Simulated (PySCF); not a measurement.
Compound: C₄H₁₁NOSi₂.
Numbering: `[CH3:1]/[N:2]=[CH:3]/[Si@H:4]1[CH2:5][CH2:6][SiH2:7][O:8]1` (hydrogens: H9, H10, H11 on C1; H12 on C3; H13 on Si4; H14, H15 on C5; H16, H17 on C6; H18, H19 on Si7)

Structure used (PBE0-D3(BJ)/def2-SVP), in Å, numbered top down from 1:
```
atom  x, y, z in Å
C1     3.7912   -0.3804   -0.3283
N2     2.4503   -0.2936   -0.8306
C3     1.5776    0.3540   -0.1721
Si4   -0.1850    0.3613   -0.8298
C5    -1.2223   -1.0684   -0.1324
C6    -2.6594   -0.5380    0.0630
Si7   -2.4939    1.2850    0.5567
O8    -1.0441    1.6666   -0.2022
H9     4.0598   -1.4411   -0.1904
H10    4.4889    0.0160   -1.0840
H11    3.9484    0.1584    0.6279
H12    1.8357    0.8564    0.7904
H13   -0.1576    0.4181   -2.3183
H14   -0.7824   -1.3473    0.8415
H15   -1.1853   -1.9740   -0.7588
H16   -3.2348   -1.1382    0.7863
H17   -3.2144   -0.5778   -0.8904
H18   -2.3647    1.4757    2.0345
H19   -3.5960    2.1551    0.0534
```

Computed with PySCF at CAM-B3LYP/def2-SVPD, non-relativistic, on one gas-phase PBE0-D3(BJ)/def2-SVP geometry that isn't relaxed in the solvent. The solvent is an IEF-PCM continuum (cavity from Bondi-type radii × 1.2), and excitations are vertical TDDFT with non-equilibrium linear response and a frozen core. Specific hydrogen bonds and non-electrostatic terms are outside this model.

Gas-phase singlets (H = HOMO, L = LUMO):

```json
{"state": "S1", "E (eV)": "4.386", "λ (nm)": "283", "f": "0.003", "leading configurations": "H→L 95%"}
{"state": "S2", "E (eV)": "6.718", "λ (nm)": "185", "f": "0.196", "leading configurations": "H-1→L 69%, H→L+3 9%"}
{"state": "S3", "E (eV)": "6.857", "λ (nm)": "181", "f": "0.047", "leading configurations": "H-3→L 44%, H-5→L 31%"}
{"state": "S4", "E (eV)": "7.101", "λ (nm)": "175", "f": "0.003", "leading configurations": "H→L+3 52%, H-1→L 18%"}
{"state": "S5", "E (eV)": "7.162", "λ (nm)": "173", "f": "0.013", "leading configurations": "H→L+1 66%"}
```

Q: How does the list change in acetonitrile (ε = 35.69)?

A: 
```tsv
state	E (eV)	λ (nm)	f	leading configurations	change by rank (eV)
S1	4.468	278	0.004	H→L 94%	+0.082
S2	6.656	186	0.297	H-1→L 74%, H-2→L 8%, H→L+3 8%	-0.062
S3	6.829	182	0.008	H-3→L 45%, H-5→L 41%	-0.028
S4	7.124	174	0.009	H→L+3 31%, H→L+1 22%, H-1→L 12%	+0.023
S5	7.260	171	0.017	H→L+1 46%, H→L+3 26%, H-1→L+1 9%	+0.098
```

Q: The ground-state energy changes by -0.197 eV from gas to acetonitrile. By how much does the total energy of gas-phase S1 change?

A: E(S1) = E(S0) + excitation energy, so it changes by -0.197 + 0.082 = -0.115 eV: it is lowered less than the ground state, which is what a blue shift means. This is the vertical state, with the slow part of the continuum still set for S0.

Q: How do the frontier levels move from gas to acetonitrile?

A: 
```csv
orbital,gas (eV),solvent (eV),change (eV)
LUMO+2,1.30,1.49,+0.19
LUMO+1,1.14,1.21,+0.07
LUMO,0.23,0.26,+0.03
HOMO,-8.55,-8.59,-0.04
HOMO-1,-9.39,-9.31,+0.08
HOMO-2,-10.01,-9.89,+0.12
HOMO-3,-10.07,-10.05,+0.02
```

The HOMO–LUMO gap goes from 8.78 to 8.85 eV.
